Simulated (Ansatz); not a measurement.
C$_{2}$H$_{5}$BOSe, SMILES `C[Se]B1CO1`. Charge 0, multiplicity 1. Geometry: relaxed with PBE0-D4/def2-TZVP. It is one conformer, not always the lowest.

```xyz
10

C    -1.324   -0.837   -1.166
Se   -0.343    0.817   -1.523
B     0.679    0.877    0.078
C     1.205    0.449    1.429
O     1.597    1.662    0.653
H    -1.919   -1.039   -2.054
H    -1.976   -0.703   -0.307
H    -0.625   -1.651   -0.997
H     2.018   -0.264    1.534
H     0.688    0.690    2.353
```

Problem. What is the dipole moment at PBE/def2-TZVPP? (Estimate.)

Solution. Computed: 2.63 D, with components (-1.45, -2.19, 0.21) D in this frame, pointing from negative to positive charge.

Problem. And with r2SCAN, B3LYP, ωB97M-V? (An estimate is asked.)

Solution. Ansatz gave: r2SCAN 2.78 D, B3LYP 2.80 D, ωB97M-V 2.79 D.

Problem. Give the Mulliken charges with PBE, ωB97M-V, B3LYP in def2-TZVPP. (Best estimate.)

Solution. Computed: 
```csv
atom,PBE,ωB97M-V,B3LYP
C1,-0.36,-0.42,-0.37
Se2,0.09,0.08,0.07
B3,-0.03,0.07,0.05
C4,-0.12,-0.16,-0.12
O5,-0.20,-0.27,-0.26
H6,0.13,0.15,0.14
H7,0.13,0.15,0.13
H8,0.13,0.15,0.13
H9,0.11,0.12,0.12
H10,0.11,0.12,0.12
```

B3LYP here is the variant with VWN-RPA as its local correlation; programs differ in this.
